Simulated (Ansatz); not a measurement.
`C[Si]1(Br)CN1` + H₂ → `C[SiH]1CN1` + HBr at 298.15 K and 1 bar (hydrogenolysis of the Si–Br bond).

Gas-phase electronic energies from Ansatz, PBE0-D4/def2-TZVP geometries. CBS: MP2 limit from def2 TZ/QZ plus the TZ coupled-cluster correction, frozen cores. This one scheme is used for every species. For Br outer-core shells are correlated without core-valence functions, which leaves a few kJ/mol of doubt a bond. Scalar relativity is left out up to krypton.

```csv
species,CCSD(T)/CBS energy (Eh),H − E (kJ/mol),S (J/(mol·K))
`C[Si]1(Br)CN1`,-2996.85093,233.4,352.6
H₂,-1.17544,35.1,130.4
`C[SiH]1CN1`,-424.07460,247.6,307.5
HBr,-2573.91920,24.6,198.6
```

H − E and S are ideal-gas, rigid-rotor, harmonic terms from PBE0-D4/def2-TZVP, for one conformer and one mirror image of each species. For small species the MP2-based limit differs from directly extrapolated CCSD(T) by up to some mEh (0.8 for H₂); such offsets cancel only in part. 1 Eh = 2625.50 kJ/mol, R = 8.31446 J/(mol·K).

Q: By hand: ΔE, ΔH, ΔS and ΔG.

A: ΔE = (-424.07460) + (-2573.91920) − (-2996.85093) − (-1.17544) = 0.03257 Eh = 85.5 kJ/mol. Δ(H − E) = 247.6 + 24.6 − 233.4 − 35.1 = 3.7, so ΔH = 89.2 kJ/mol. ΔS = 307.5 + 198.6 − 352.6 − 130.4 = 23.1 J/(mol·K). ΔG = 89.2 − 298.15 × (23.1)/1000 = 82.3 kJ/mol.

Q: By hand: the equilibrium constant, and the temperature at which ΔG would vanish if ΔH and ΔS stayed fixed.

A: log₁₀ K = −ΔG/(RT ln 10) = -14.4. ΔG = 0 at ΔH/ΔS = 3861 K, far beyond where these terms or the molecules hold.

ΔH outweighs TΔS. A doubt of 5 kJ/mol in ΔE shifts log₁₀ K by 0.9 here. Other conformers and mirror images would add mixing entropy, several J/(mol·K) or more a flexible species. These are equilibria of isolated gas molecules and say nothing of rates. Largest T1 diagnostic: 0.011 (customary marks: 0.02 for closed shells, 0.045 for open ones).
